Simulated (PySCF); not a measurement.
C4H7BO, SMILES CB(C#C)OC. Heavy atoms are numbered as in [B:1]([C:2]#[CH:3])([CH3:5])[O:9][CH3:10]. Hydrogens are named by the atom that carries them.

Geometry optimised at PBE0-D3(BJ)/def2-SVP. The structure was generated by enumeration, and PubChem lists no compound with its InChIKey, so it may never have been made. The values are those of a single conformer.

Calculation: PySCF with PBE/pcSseg-1.

GIAO shieldings, no solvent; atoms alike by connectivity are averaged. δ = σ(ref) − σ: ¹¹B against BF3 (σ = 83.9 ppm); ¹³C against TMS (σ = 182.0 ppm); ¹H against TMS (σ = 31.49 ppm); ¹⁷O against H2O (σ = 334.3 ppm), references at their B3LYP-D3(BJ)/def2-TZVP geometries, non-relativistic.

| atoms | nucleus | count | δ (ppm) |
|---|---|---|---|
| B1 | ¹¹B | 1 | 25.4 |
| C3 (CH) | ¹³C | 1 | 97.2 |
| C2 | ¹³C | 1 | 95.3 |
| C10 (CH3) | ¹³C | 1 | ___ |
| C5 (CH3) | ¹³C | 1 | ___ |
| H on C10 | ¹H | 3 | ___ |
| H on C3 | ¹H | 1 | ___ |
| H on C5 | ¹H | 3 | 0.82 |
| O9 | ¹⁷O | 1 | 203.8 |

Problem. Complete the blanks. (An estimate is asked for; the answer gives what the named calculation found.)

Solution. 
- H on C3, δ (ppm): 2.72
- C5 (CH3), δ (ppm): 3.6
- H on C10, δ (ppm): 4.29
- C10 (CH3), δ (ppm): 58.5
